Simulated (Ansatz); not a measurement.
Relaxation of `Cc1cc(-c2sc(-c3sc(-c4sc(S)cc4C)cc3C)cc2C)sc1S` with RKS r2SCAN-D4/def2-SVP.

```sh
$ ansatz run in.yaml --threads 2 --pin off --events-out ev --progress --plain --max-ram 32768MiB --backend cuda --devices 0, --max-vram 18GiB
```

```yaml
crystal:
  periodic: [false, false, false]
  atoms:
    - {symbol: C, position_ang: [-6.099400, -0.637610, 2.922720]}
    - {symbol: C, position_ang: [-5.553580, -0.571080, 1.536600]}
    - {symbol: C, position_ang: [-4.180080, -0.588840, 1.222160]}
    - {symbol: C, position_ang: [-3.896520, -0.543570, -0.119550]}
    - {symbol: C, position_ang: [-2.607730, -0.515020, -0.725580]}
    - {symbol: S, position_ang: [-1.208350, -0.327260, 0.301340]}
    - {symbol: C, position_ang: [-0.133800, -0.380400, -1.069030]}
    - {symbol: C, position_ang: [1.275730, -0.250890, -0.876260]}
    - {symbol: S, position_ang: [1.860160, 0.642240, 0.502360]}
    - {symbol: C, position_ang: [3.515740, 0.369610, 0.043480]}
    - {symbol: C, position_ang: [4.617620, 0.862530, 0.799190]}
    - {symbol: S, position_ang: [6.232540, 0.350150, 0.354640]}
    - {symbol: C, position_ang: [6.918400, 1.296430, 1.635020]}
    - {symbol: S, position_ang: [8.645030, 1.345930, 1.938060]}
    - {symbol: C, position_ang: [5.961190, 1.958780, 2.342880]}
    - {symbol: C, position_ang: [4.650240, 1.719670, 1.878220]}
    - {symbol: C, position_ang: [3.450680, 2.351800, 2.497610]}
    - {symbol: C, position_ang: [3.571890, -0.382890, -1.106400]}
    - {symbol: C, position_ang: [2.321130, -0.734640, -1.638200]}
    - {symbol: C, position_ang: [2.175220, -1.568930, -2.868030]}
    - {symbol: C, position_ang: [-0.846950, -0.536360, -2.231520]}
    - {symbol: C, position_ang: [-2.240010, -0.607280, -2.053380]}
    - {symbol: C, position_ang: [-3.194270, -0.756500, -3.190410]}
    - {symbol: S, position_ang: [-5.376130, -0.484170, -1.045160]}
    - {symbol: C, position_ang: [-6.324480, -0.500550, 0.408130]}
    - {symbol: S, position_ang: [-8.081280, -0.458350, 0.352920]}
    - {symbol: H, position_ang: [-7.123890, -0.272630, 2.943650]}
    - {symbol: H, position_ang: [-5.490850, -0.041960, 3.599350]}
    - {symbol: H, position_ang: [-6.096490, -1.668270, 3.278370]}
    - {symbol: H, position_ang: [-3.408760, -0.632950, 1.971280]}
    - {symbol: H, position_ang: [8.982090, 0.522330, 0.948110]}
    - {symbol: H, position_ang: [6.190910, 2.600600, 3.174190]}
    - {symbol: H, position_ang: [2.820240, 1.602240, 2.975520]}
    - {symbol: H, position_ang: [3.757130, 3.079630, 3.243880]}
    - {symbol: H, position_ang: [2.847400, 2.854570, 1.742750]}
    - {symbol: H, position_ang: [4.505330, -0.675400, -1.556870]}
    - {symbol: H, position_ang: [3.060910, -2.184980, -3.004180]}
    - {symbol: H, position_ang: [2.067430, -0.937250, -3.750300]}
    - {symbol: H, position_ang: [1.301110, -2.212180, -2.795860]}
    - {symbol: H, position_ang: [-0.386980, -0.558280, -3.202330]}
    - {symbol: H, position_ang: [-2.644740, -0.881340, -4.119560]}
    - {symbol: H, position_ang: [-3.841470, -1.620810, -3.044040]}
    - {symbol: H, position_ang: [-3.831810, 0.123750, -3.276650]}
    - {symbol: H, position_ang: [-8.160550, -0.149850, -0.939150]}
basis:
  gaussian: {orbitals: def2-SVP, fitting: {mean_field: def2-universal-jkfit}}
hamiltonian: {xc: r2scan, dispersion: d4}
scf: {lower_state_search: "off"}
output: {orbitals: {seedname: orbitals}}
relax: {f_tol: 0.03, max_steps: 70}
```

Hardware: 2 threads of AMD EPYC 7R13 on a shared host and a share (18 GiB) of an NVIDIA H100 80GB HBM3. Wall time 1.7 min, peak host memory 1.1 GiB.

Positions (Å) and forces (eV/Å) at steps 1, 2, 3, 4, 5, 6 of 18:

```xyz
44
step=1 energy=-85994.4774 eV
C    -6.099   -0.638    2.923    0.115   -0.015   -0.404
C    -5.554   -0.571    1.537   -0.037    0.052    0.556
C    -4.180   -0.589    1.222   -0.167   -0.041    0.101
C    -3.897   -0.544   -0.120    0.081   -0.006   -0.337
C    -2.608   -0.515   -0.726    0.106    0.121    0.386
S    -1.208   -0.327    0.301   -0.009   -0.036    0.016
C    -0.134   -0.380   -1.069    0.198    0.039    0.452
C     1.276   -0.251   -0.876   -0.229    0.214    0.376
S     1.860    0.642    0.502   -0.075    0.077   -0.007
C     3.516    0.370    0.043   -0.073    0.163    0.312
C     4.618    0.863    0.799    0.101   -0.259   -0.265
S     6.233    0.350    0.355    0.072    0.042    0.112
C     6.918    1.296    1.635    0.736   -0.402   -0.416
S     8.645    1.346    1.938   -0.045    0.347    0.401
C     5.961    1.959    2.343   -0.090    0.049    0.069
C     4.650    1.720    1.878   -0.209    0.308    0.315
C     3.451    2.352    2.498    0.280   -0.157   -0.162
C     3.572   -0.383   -1.106   -0.125   -0.020   -0.133
C     2.321   -0.735   -1.638    0.139   -0.350   -0.429
C     2.175   -1.569   -2.868    0.003    0.247    0.348
C    -0.847   -0.536   -2.232   -0.111   -0.039   -0.094
C    -2.240   -0.607   -2.053   -0.137   -0.107   -0.455
C    -3.194   -0.756   -3.190    0.236    0.047    0.310
S    -5.376   -0.484   -1.045   -0.184   -0.018    0.038
C    -6.324   -0.501    0.408   -0.540    0.073   -0.709
S    -8.081   -0.458    0.353   -0.060   -0.213    0.547
H    -7.124   -0.273    2.944   -0.406    0.159    0.150
H    -5.491   -0.042    3.599    0.175    0.227    0.342
H    -6.096   -1.668    3.278   -0.043   -0.383    0.242
H    -3.409   -0.633    1.971    0.445   -0.034    0.437
H     8.982    0.522    0.948    0.181   -0.328   -0.387
H     6.191    2.601    3.174    0.106    0.387    0.502
H     2.820    1.602    2.976   -0.319   -0.220    0.254
H     3.757    3.080    3.244    0.042    0.289    0.321
H     2.847    2.855    1.743   -0.303    0.252   -0.215
H     4.505   -0.675   -1.557    0.507   -0.165   -0.272
H     3.061   -2.185   -3.004    0.314   -0.268   -0.119
H     2.067   -0.937   -3.750   -0.083    0.167   -0.428
H     1.301   -2.212   -2.796   -0.340   -0.285   -0.066
H    -0.387   -0.558   -3.202    0.287   -0.002   -0.548
H    -2.645   -0.881   -4.120    0.129   -0.053   -0.414
H    -3.841   -1.621   -3.044   -0.295   -0.337   -0.053
H    -3.832    0.124   -3.277   -0.286    0.308   -0.156
H    -8.161   -0.150   -0.939   -0.086    0.172   -0.522
44
step=2 energy=-85994.6668 eV
C    -6.139   -0.623    2.945    0.060   -0.016   -0.155
C    -5.597   -0.564    1.550    0.019   -0.002    0.243
C    -4.215   -0.592    1.227   -0.051    0.017    0.077
C    -3.927   -0.547   -0.126    0.014   -0.026   -0.028
C    -2.631   -0.517   -0.746    0.070   -0.008    0.098
S    -1.222   -0.346    0.276   -0.003    0.045    0.065
C    -0.133   -0.388   -1.086    0.029   -0.015    0.144
C     1.284   -0.254   -0.889   -0.057    0.146    0.124
S     1.878    0.667    0.470   -0.067   -0.008    0.124
C     3.543    0.376    0.041   -0.011    0.084   -0.009
C     4.647    0.868    0.816    0.029   -0.067   -0.035
S     6.269    0.348    0.391    0.047    0.019   -0.023
C     6.975    1.302    1.655    0.186   -0.197   -0.169
S     8.706    1.370    1.941   -0.057    0.142    0.173
C     6.009    1.965    2.372   -0.055    0.054    0.025
C     4.686    1.731    1.906   -0.067    0.123    0.147
C     3.487    2.367    2.539    0.101   -0.063   -0.082
C     3.596   -0.373   -1.126   -0.026   -0.082   -0.027
C     2.338   -0.741   -1.657    0.099   -0.118   -0.192
C     2.183   -1.576   -2.891    0.030    0.091    0.150
C    -0.851   -0.549   -2.257   -0.079   -0.011   -0.070
C    -2.255   -0.624   -2.083   -0.045   -0.002   -0.199
C    -3.205   -0.778   -3.232    0.072    0.029    0.133
S    -5.423   -0.494   -1.035   -0.074   -0.038   -0.097
C    -6.379   -0.506    0.414   -0.183    0.024   -0.276
S    -8.140   -0.541    0.369    0.079   -0.058    0.024
H    -7.168   -0.244    2.988   -0.107    0.052    0.023
H    -5.521   -0.028    3.629    0.059    0.061    0.102
H    -6.148   -1.658    3.318   -0.020   -0.103    0.077
H    -3.434   -0.639    1.984    0.109    0.003    0.119
H     9.057    0.533    0.951    0.049   -0.129   -0.152
H     6.241    2.617    3.212    0.009    0.104    0.126
H     2.841    1.621    3.025   -0.088   -0.070    0.064
H     3.798    3.093    3.298    0.014    0.085    0.097
H     2.870    2.891    1.796   -0.080    0.073   -0.056
H     4.539   -0.666   -1.584    0.129   -0.053   -0.073
H     3.076   -2.194   -3.047    0.085   -0.076   -0.046
H     2.055   -0.950   -3.786   -0.029    0.045   -0.116
H     1.309   -2.235   -2.818   -0.093   -0.081   -0.011
H    -0.383   -0.569   -3.238    0.069   -0.001   -0.136
H    -2.650   -0.913   -4.167    0.039   -0.021   -0.122
H    -3.866   -1.646   -3.098   -0.089   -0.094   -0.008
H    -3.848    0.106   -3.346   -0.081    0.080   -0.043
H    -8.254   -0.097   -0.901   -0.035    0.062   -0.007
44
step=3 energy=-85994.6892 eV
C    -6.156   -0.624    2.945    0.004    0.010    0.006
C    -5.610   -0.580    1.550    0.001    0.050    0.032
C    -4.224   -0.600    1.231    0.022   -0.004    0.017
C    -3.931   -0.569   -0.126    0.024   -0.002    0.039
C    -2.633   -0.523   -0.751   -0.007    0.048   -0.009
S    -1.224   -0.319    0.267   -0.016   -0.057    0.000
C    -0.131   -0.379   -1.093   -0.004    0.047   -0.021
C     1.290   -0.246   -0.894   -0.009   -0.047    0.059
S     1.888    0.641    0.489   -0.001    0.098   -0.070
C     3.555    0.384    0.035    0.033   -0.142    0.028
C     4.660    0.879    0.816   -0.019    0.035   -0.007
S     6.285    0.372    0.379    0.006   -0.020    0.048
C     6.994    1.301    1.659   -0.041    0.041   -0.065
S     8.724    1.365    1.952   -0.028    0.010    0.005
C     6.026    1.976    2.376    0.008   -0.030    0.031
C     4.699    1.743    1.912    0.008    0.014    0.010
C     3.498    2.376    2.551   -0.007    0.000   -0.004
C     3.607   -0.382   -1.127    0.007    0.053   -0.020
C     2.347   -0.744   -1.662    0.016    0.007   -0.017
C     2.185   -1.582   -2.895    0.001    0.021   -0.006
C    -0.852   -0.539   -2.270   -0.001   -0.024   -0.011
C    -2.259   -0.622   -2.096   -0.001   -0.016   -0.017
C    -3.212   -0.784   -3.243    0.008   -0.001    0.003
S    -5.428   -0.548   -1.042   -0.009   -0.013   -0.013
C    -6.390   -0.534    0.404   -0.068   -0.048    0.011
S    -8.151   -0.603    0.361    0.076    0.136   -0.400
H    -7.183   -0.227    2.987    0.030   -0.012   -0.026
H    -5.533   -0.030    3.632    0.000   -0.025   -0.021
H    -6.183   -1.657    3.336   -0.005    0.036   -0.018
H    -3.441   -0.624    1.996   -0.040    0.003   -0.038
H     9.078    0.526    0.954    0.000   -0.007    0.000
H     6.259    2.629    3.222   -0.017   -0.033   -0.030
H     2.845    1.627    3.031    0.023    0.018   -0.015
H     3.808    3.094    3.325   -0.004   -0.025   -0.018
H     2.879    2.917    1.816    0.023   -0.023    0.015
H     4.554   -0.682   -1.587   -0.041    0.019    0.011
H     3.080   -2.202   -3.063   -0.023    0.025    0.007
H     2.043   -0.960   -3.797    0.001   -0.020    0.026
H     1.311   -2.248   -2.816    0.018    0.015    0.005
H    -0.380   -0.558   -3.255   -0.016   -0.006    0.042
H    -2.660   -0.925   -4.185   -0.008   -0.002    0.025
H    -3.876   -1.656   -3.108    0.020    0.021    0.002
H    -3.863    0.099   -3.368    0.021   -0.024    0.015
H    -8.293    0.016   -0.851    0.015   -0.129    0.388
44
step=4 energy=-85994.7103 eV
C    -6.169   -0.579    2.922   -0.008   -0.016    0.171
C    -5.613   -0.562    1.537    0.118   -0.067   -0.091
C    -4.224   -0.581    1.229   -0.003    0.035    0.039
C    -3.924   -0.581   -0.126   -0.058    0.027   -0.052
C    -2.626   -0.531   -0.748   -0.005    0.009    0.012
S    -1.220   -0.329    0.273   -0.009    0.019   -0.023
C    -0.128   -0.379   -1.088    0.013   -0.015   -0.010
C     1.291   -0.238   -0.891    0.010    0.003   -0.009
S     1.888    0.664    0.481    0.029   -0.034    0.015
C     3.555    0.380    0.040    0.007    0.033    0.007
C     4.659    0.869    0.823   -0.007   -0.007    0.013
S     6.281    0.346    0.395   -0.014    0.056   -0.047
C     6.991    1.295    1.657    0.012   -0.017    0.033
S     8.724    1.393    1.921    0.008   -0.018    0.007
C     6.026    1.958    2.386   -0.010    0.004   -0.006
C     4.699    1.733    1.920    0.043   -0.050   -0.017
C     3.502    2.368    2.556   -0.039    0.024    0.032
C     3.607   -0.366   -1.134   -0.008   -0.004   -0.004
C     2.346   -0.725   -1.668   -0.027    0.046    0.015
C     2.179   -1.547   -2.907   -0.009   -0.047   -0.047
C    -0.845   -0.560   -2.264   -0.015   -0.016   -0.015
C    -2.251   -0.640   -2.092    0.039   -0.021    0.058
C    -3.199   -0.805   -3.239   -0.051   -0.022   -0.048
S    -5.414   -0.606   -1.053    0.067   -0.056   -0.048
C    -6.386   -0.574    0.385    0.035   -0.059    0.087
S    -8.128   -0.768    0.329   -0.043    0.146   -0.181
H    -7.185   -0.155    2.949    0.025   -0.025   -0.014
H    -5.532   -0.003    3.612   -0.015   -0.026   -0.036
H    -6.227   -1.611    3.315   -0.021    0.051    0.006
H    -3.447   -0.586    1.998   -0.009    0.037   -0.002
H     9.074    0.503    0.967    0.002   -0.003    0.015
H     6.258    2.595    3.242    0.005    0.023   -0.034
H     2.842    1.620    3.027    0.000    0.006   -0.008
H     3.814    3.078    3.336   -0.007   -0.008   -0.008
H     2.890    2.919    1.821    0.011   -0.013    0.010
H     4.552   -0.653   -1.604   -0.009   -0.009    0.016
H     3.087   -2.136   -3.106   -0.043    0.015   -0.019
H     1.985   -0.921   -3.796    0.055    0.029    0.007
H     1.324   -2.236   -2.820    0.028   -0.040    0.037
H    -0.369   -0.607   -3.246   -0.028    0.050    0.037
H    -2.642   -0.940   -4.177   -0.013    0.004   -0.005
H    -3.860   -1.679   -3.110    0.028    0.013    0.011
H    -3.854    0.075   -3.360    0.024   -0.017   -0.001
H    -8.331    0.105   -0.691   -0.108   -0.038    0.096
44
step=5 energy=-85994.7311 eV
C    -6.174   -0.586    2.914    0.014    0.056   -0.044
C    -5.620   -0.573    1.522   -0.015   -0.028    0.037
C    -4.232   -0.551    1.218    0.003    0.031    0.040
C    -3.929   -0.587   -0.137   -0.004    0.001   -0.057
C    -2.629   -0.532   -0.753    0.017   -0.010    0.004
S    -1.226   -0.307    0.269   -0.001   -0.024    0.003
C    -0.129   -0.365   -1.087   -0.010    0.021    0.023
C     1.291   -0.225   -0.890   -0.017    0.031    0.005
S     1.894    0.666    0.486   -0.010    0.003    0.002
C     3.559    0.391    0.034   -0.001   -0.002   -0.001
C     4.666    0.885    0.810    0.003   -0.028    0.000
S     6.290    0.393    0.355   -0.007    0.003   -0.013
C     7.000    1.312    1.638    0.025   -0.001    0.003
S     8.733    1.413    1.903    0.016   -0.035   -0.074
C     6.035    1.970    2.373   -0.012    0.003    0.008
C     4.707    1.733    1.918   -0.012    0.046   -0.006
C     3.506    2.343    2.577    0.011   -0.010   -0.004
C     3.605   -0.352   -1.141   -0.005   -0.007    0.011
C     2.343   -0.709   -1.672    0.030   -0.016   -0.012
C     2.174   -1.532   -2.912    0.009   -0.001   -0.015
C    -0.844   -0.554   -2.263    0.016    0.002   -0.013
C    -2.247   -0.656   -2.093   -0.002    0.026   -0.009
C    -3.189   -0.853   -3.242    0.000    0.021    0.009
S    -5.411   -0.685   -1.066    0.008    0.037    0.013
C    -6.393   -0.611    0.368   -0.055   -0.156    0.085
S    -8.142   -0.795    0.292    0.125    0.095   -0.090
H    -7.187   -0.159    2.934   -0.031    0.009    0.014
H    -5.532   -0.010    3.596    0.013    0.027    0.020
H    -6.241   -1.611    3.318    0.014   -0.002   -0.049
H    -3.459   -0.478    1.989   -0.013   -0.044   -0.016
H     9.076    0.413    1.057   -0.022    0.044    0.064
H     6.269    2.619    3.219    0.001   -0.031    0.027
H     2.858    1.579    3.039    0.007   -0.002   -0.007
H     3.816    3.040    3.368    0.000    0.006    0.002
H     2.883    2.898    1.857   -0.004    0.007    0.002
H     4.548   -0.645   -1.611    0.001    0.003   -0.004
H     3.085   -2.111   -3.126   -0.003    0.028    0.010
H     1.970   -0.901   -3.795    0.009   -0.015   -0.001
H     1.334   -2.236   -2.813   -0.019   -0.006   -0.003
H    -0.370   -0.569   -3.245   -0.001   -0.036    0.000
H    -2.628   -0.996   -4.177    0.001   -0.013   -0.002
H    -3.839   -1.732   -3.096    0.010   -0.006   -0.008
H    -3.853    0.018   -3.381   -0.012   -0.004    0.003
H    -8.366    0.244   -0.552   -0.077   -0.023    0.047
44
step=6 energy=-85994.7296 eV rejected
C    -6.177   -0.568    2.906    0.013    0.019   -0.111
C    -5.624   -0.587    1.512   -0.032   -0.025    0.056
C    -4.236   -0.549    1.209    0.004    0.021    0.047
C    -3.932   -0.599   -0.147   -0.009    0.018   -0.044
C    -2.630   -0.540   -0.759    0.015   -0.020    0.000
S    -1.229   -0.308    0.264    0.002    0.014    0.002
C    -0.130   -0.356   -1.091   -0.019   -0.030    0.032
C     1.290   -0.211   -0.895   -0.015    0.011    0.016
S     1.894    0.672    0.486   -0.023    0.026   -0.011
C     3.559    0.404    0.030   -0.008   -0.022    0.002
C     4.668    0.899    0.802    0.022    0.008   -0.027
S     6.293    0.429    0.326   -0.012    0.000    0.001
C     7.005    1.325    1.626    0.018    0.002    0.026
S     8.739    1.440    1.878    0.060   -0.243   -0.233
C     6.039    1.968    2.373   -0.006    0.007   -0.003
C     4.711    1.738    1.916   -0.039    0.020    0.040
C     3.510    2.333    2.590    0.025   -0.026   -0.018
C     3.604   -0.339   -1.146   -0.003    0.003    0.005
C     2.342   -0.693   -1.678    0.039   -0.031   -0.018
C     2.175   -1.516   -2.920    0.011    0.012    0.008
C    -0.842   -0.558   -2.266    0.020    0.033   -0.018
C    -2.245   -0.666   -2.098   -0.013   -0.014   -0.034
C    -3.183   -0.883   -3.249    0.019    0.034    0.034
S    -5.411   -0.721   -1.077    0.002   -0.012    0.069
C    -6.396   -0.662    0.358   -0.100   -0.012    0.046
S    -8.149   -0.830    0.268    0.044    0.641   -0.378
H    -7.190   -0.143    2.916   -0.025    0.011    0.015
H    -5.532    0.020    3.575    0.011    0.032    0.015
H    -6.245   -1.585    3.329    0.017   -0.013   -0.033
H    -3.464   -0.457    1.980   -0.043   -0.045   -0.053
H     9.074    0.348    1.131   -0.074    0.249    0.208
H     6.274    2.598    3.234    0.001   -0.031    0.013
H     2.866    1.558    3.040    0.008    0.003   -0.007
H     3.819    3.017    3.393    0.002    0.003   -0.002
H     2.882    2.898    1.882   -0.003    0.007    0.002
H     4.547   -0.633   -1.616    0.002    0.007   -0.009
H     3.090   -2.086   -3.137    0.012    0.019    0.017
H     1.967   -0.884   -3.801   -0.017   -0.026   -0.001
H     1.342   -2.230   -2.817   -0.015    0.018   -0.020
H    -0.366   -0.580   -3.247   -0.002   -0.024   -0.009
H    -2.619   -1.026   -4.182    0.007   -0.006    0.002
H    -3.818   -1.771   -3.096   -0.001   -0.005   -0.008
H    -3.859   -0.024   -3.394   -0.013   -0.007    0.003
H    -8.413    0.355   -0.407    0.119   -0.624    0.375
```

Single mean-field runs in def2-SVP are fitted with def2-universal-jkfit.
